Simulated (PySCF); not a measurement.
Geometry (Å), atoms numbered from 1 in this order:
```xyz
4

B     0.0980    0.1635   -0.0005
H     1.2986    0.1003    0.0158
H    -0.5212    1.1940   -0.0199
Br   -0.8753   -1.4577    0.0046
```

Geometry: PBE0-D3(BJ)/def2-SVP; GIAO shifts from PySCF 2.14.0 with density-fitted response routines, gas phase, non-relativistic, averaged over equivalent atoms.

At wB97X-D/pcSseg-1 (68 basis functions, 1.8 s wall time on 1 thread of an Arm Neoverse V2, shared host):
```csv
atoms,δ (ppm)
B1,80.8
H2/H3,7.54
Br4,591.1
```

Scale: BF3·OEt2 for ¹¹B (σref 101.61); TMS for ¹H (σref 31.38); ⁷⁹Br (σref 2576.00) vs HBr (reference shieldings calculated alike).

What do these become at PBE0/pcSseg-1?

Answers


| atoms | δ at PBE0/pcSseg-1 | change |
| --- | --- | --- |
| B1 | 84.7 | +3.9 |
| H2/H3 | 7.77 | +0.23 |
| Br4 | 679.9 | +88.8 |

δ = σ(ref) − σ, references computed at the same level: BF3·OEt2 for ¹¹B (σ = 100.73 ppm); ¹H (σ = 31.27 ppm) against TMS; ⁷⁹Br (σ = 2584.45 ppm) against HBr.

The largest change is at Br4 (bromine bonded to B). Cost: 68 basis functions, 2.3 s wall time on 1 thread of an Arm Neoverse V2, shared host.

Relativistic effects, spin–orbit coupling among them, are left out; they matter for Br and for the light atoms bonded to it.
